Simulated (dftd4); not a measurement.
HN (SMILES [NH]), triplet, at a GFN2-xTB geometry; D4 for b97d in dftd4.

Input for dftd4:
```
$ dftd4 mol.xyz --func b97d --charge 0 --json dftd4.json --noedisp --grad

# file mol.xyz
2

N     -0.00000000    -0.00000000    -0.12795737
H      0.00000000     0.00000000     0.89570158
```

It wrote (shortened):

```
                    ____  _____ _____     ____  _  _
      -------------|  _ \|  ___|_   _|---|  _ \| || |------------
     |             | | | | |_    | | ___ | | | | || |_           |
     |             | |_| |  _|   | ||___|| |_| |__   _|          |
     |             |____/|_|     |_|     |____/   |_|            |
     |             ===================================           |
     |            E. Caldeweyher, S. Ehlert & S. Grimme          |
     |          Mulliken Center for Theoretical Chemistry        |
     |                    University of Bonn                     |
      -----------------------------------------------------------

Rational (Becke-Johnson) damping: b97d-D4-ATM
---------------------
  s6         1.0000
  s8         1.6946
  s9         1.0000
  a1         0.2890
  a2         4.1341
 alp        16.0000
--------------------

Dispersion energy:      -3.5860516832066E-04 Eh

Gradient norm:           1.3214194191818E-04 Eh/a0
--------------------------------------------------
     #    Z           dE/dx      dE/dy      dE/dz
--------------------------------------------------
     1    7 N     0.000E+00  0.000E+00  9.344E-05
     2    1 H     0.000E+00  0.000E+00 -9.344E-05
--------------------------------------------------

Virial:
--------------------------------------------------
      component           x          y          z
--------------------------------------------------
          x       0.000E+00  0.000E+00  0.000E+00
          y       0.000E+00  0.000E+00  0.000E+00
          z       0.000E+00  0.000E+00 -1.808E-04
--------------------------------------------------

[Info] Dispersion results written to 'dftd4.txt'
[Info] JSON dump of results written to 'dftd4.json'
```
